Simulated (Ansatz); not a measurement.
AlBrH$_{5}$NSi, SMILES `[AlH2][NH][SiH2]Br`. Charge 0, multiplicity 1. Geometry: relaxed with PBE0-D4/def2-TZVP. It is one conformer, not always the lowest.

```xyz
9

Al   -1.252    0.360   -1.269
N    -0.272    0.562    0.215
Si    0.838   -0.534    0.912
Br    2.963    0.034    0.507
H    -1.162   -1.029   -2.013
H    -2.153    1.581   -1.713
H    -0.317    1.466    0.671
H     0.730   -0.578    2.388
H     0.625   -1.864    0.301
```

(1) What is the dipole moment at r2SCAN/def2-TZVPP? (Estimate.)

(2) And with PBE, B3LYP, ωB97M-V? (Estimate.)

(3) Give the Mulliken charges with r2SCAN, ωB97M-V, B3LYP in def2-TZVPP. (Estimate.)

## Answers

(1) Ansatz gave: 1.97 D, with components (-1.84, 0.65, 0.30) D in this frame, pointing from negative to positive charge.

(2) Computed: PBE 1.89 D, B3LYP 1.98 D, ωB97M-V 2.03 D.

(3) The calculation gave: 
| atom | r2SCAN | ωB97M-V | B3LYP |
| --- | --- | --- | --- |
| Al1 | 0.49 | 0.39 | 0.43 |
| N2 | -0.40 | -0.35 | -0.33 |
| Si3 | 0.46 | 0.33 | 0.42 |
| Br4 | -0.26 | -0.23 | -0.26 |
| H5 | -0.15 | -0.11 | -0.14 |
| H6 | -0.15 | -0.11 | -0.14 |
| H7 | 0.14 | 0.10 | 0.12 |
| H8 | -0.08 | -0.02 | -0.06 |
| H9 | -0.06 | -0.01 | -0.05 |

B3LYP here is the variant with VWN-RPA as its local correlation; programs differ in this.
